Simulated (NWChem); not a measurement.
C₂H₅NOSi; SMILES [SiH2](O)CC#N

```xyz
10

N      0.3299     2.8583     0.0000
C     -0.1949     1.8255     0.0000
C     -0.8013     0.5108     0.0000
Si     0.4891    -0.8758     0.0000
O     -0.4339    -2.2593     0.0000
H     -1.4443     0.3920     0.8875
H     -1.4443     0.3920    -0.8875
H      1.3440    -0.7622    -1.2184
H      1.3440    -0.7622     1.2184
H      0.0162    -3.1085     0.0000
```
Atoms are numbered in this order, from 1.

The geometry was optimised at PBE0/def2-SVP.

Question: Give the principal values of the shielding tensors (ppm) of N1, C2, C3, Si4, O5 from LDA (Slater exchange, VWN5)/pcSseg-1, GIAO (NWChem), with their diamagnetic and paramagnetic parts as GIAO splits them.

Answer: 
```csv
atom,σ11,σ22,σ33,isotropic,diamagnetic,paramagnetic
N1,-227.4,-216.6,309.2,-44.9,341.4,-386.3
C2,-53.1,-52.0,289.8,61.5,258.8,-197.2
C3,158.7,173.9,204.3,179.0,256.8,-77.8
Si4,289.8,297.2,393.5,326.8,881.2,-554.4
O5,274.0,301.8,369.4,315.1,389.9,-74.8
```
